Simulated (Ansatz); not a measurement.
# Reading a saddle point

A first-order saddle point of SiNH$_{8}$OF, closed shell, PBE0-D4/def2-TZVP, with one imaginary mode of 755i cm⁻¹:

Si1  (-0.474, -0.630, 0.278)
H2  (0.794, 0.271, 1.044)
H3  (-1.455, -1.338, -0.631)
H4  (-0.128, -1.704, 1.243)
N5  (-1.435, 0.739, 0.583)
H6  (1.476, 0.069, -1.017)
O7  (0.738, -0.674, -1.100)
H8  (1.507, 0.731, 0.460)
F9  (2.195, 1.027, -0.375)
H10  (-1.155, 1.502, 1.175)
H11  (-2.404, 0.766, 0.310)
H12  (0.341, -0.757, -1.971)
(Å)

Program: Ansatz 0.2.0. Basis: def2-TZVPP and def2-QZVPP. Cores are frozen in the correlated methods. Extrapolation: Hartree–Fock as exp(−7.88 √X), correlation as X^−2.97.

(1) Which contacts change along the imaginary mode, and what lies on either side? (A judgement: the text doesn't fix the answer.)

(2) Which side is lower, and how far does the saddle lie above each? (An estimate is asked for; the value comes from the calculation.)

The T1 diagnostic stays at or below 0.012.

## Answers

(1) Computed: The step is SiNH₅ ([NH2][SiH3]) + H₂O + HF → SiNH₅O ([NH2][SiH2][OH]) + HF + H₂, with the molecules in contact on both sides. Shortening one way: Si1–O7, H2–H8, H6–F9; lengthening the same way: Si1–H2, H6–O7, H8–F9.
```json
{"pair": "Si1–O7", "one side (Å)": "2.97", "saddle (Å)": "1.84", "other side (Å)": "1.68"}
{"pair": "H2–H8", "one side (Å)": "1.55", "saddle (Å)": "1.03", "other side (Å)": "0.75"}
{"pair": "H6–F9", "one side (Å)": "2.04", "saddle (Å)": "1.36", "other side (Å)": "0.95"}
{"pair": "Si1–H2", "one side (Å)": "1.51", "saddle (Å)": "1.73", "other side (Å)": "4.09"}
{"pair": "H6–O7", "one side (Å)": "0.96", "saddle (Å)": "1.05", "other side (Å)": "1.65"}
{"pair": "H8–F9", "one side (Å)": "0.94", "saddle (Å)": "1.12", "other side (Å)": "2.48"}
```

(2) Computed: The side with Si1–O7, H2–H8, H6–F9 short is lower by 98.6 kJ/mol; the saddle lies 194.7 kJ/mol above it and 96.0 kJ/mol above the other (CCSD(T) at an estimated basis limit (MP2 extrapolated from triple and quadruple zeta, plus CCSD(T) − MP2 in triple zeta); electronic energies).

Labels in which every atom is bracketed show which atoms are joined, not bond orders.

For scale, one of the runs: CCSD(T)/def2-TZVPP, 247 basis functions, launched by `ansatz run in.yaml --threads 4 --pin off --events-out ev --progress --plain --max-ram 9574MiB`. Hardware: 4 CPU threads of an Arm Neoverse V1, shared host. Wall time 2.2 min; peak host memory 5.3 GiB.
